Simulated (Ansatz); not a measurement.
[CuMe2]- (C2H6Cu⁻). Charge -1, multiplicity 1. Geometry PBE0-D4/def2-TZVPD, basis def2-TZVPD, Ansatz.

```xyz
9

Cu    0.000    0.000    0.000
C    -1.723   -0.626   -0.702
H    -1.799   -0.507   -1.796
H    -2.577   -0.078   -0.270
H    -1.899   -1.693   -0.492
C     1.723    0.626    0.702
H     2.570    0.023    0.336
H     1.767    0.587    1.803
H     1.938    1.669    0.419
```

| run | HOMO (eV) | LUMO (eV) |
| --- | --- | --- |
| A | 0.57 | 4.12 |
| B | -0.54 | 4.19 |
| C | -0.42 | 3.95 |
| D | -3.40 | 5.70 |
| E | -2.95 | 5.03 |
| F | -3.16 | 5.64 |

LC-ωPBE has ω = 0.4 bohr⁻¹. B3LYP takes the VWN-RPA correlation.

The runs used B3LYP, HF, LC-ωPBE, PBE0, r2SCAN, ωB97M-V. Estimate which is which.

A r2SCAN (0 % exact exchange); B PBE0 (25 % exact exchange); C B3LYP (20 % exact exchange); D HF (100 % exact exchange); E ωB97M-V (range-separated); F LC-ωPBE (range-separated). Exact exchange lowers occupied and raises empty levels; among semilocal functionals meta-GGAs tend to open the gap a little, and such runs are hard to tell apart. The gap grows from 3.55 eV (r2SCAN) to 9.10 eV (HF). At r2SCAN-D4/def2-TZVPD the highest occupied level of the charge -1 singlet lies above zero (up to 0.57 eV). By energy differences its removal costs 2.50 eV (vertical, to the charge 0 doublet, at r2SCAN-D4/def2-TZVPD), and other spins of that charge weren't run; a positive level beside a positive removal energy at the same level points to self-interaction error.
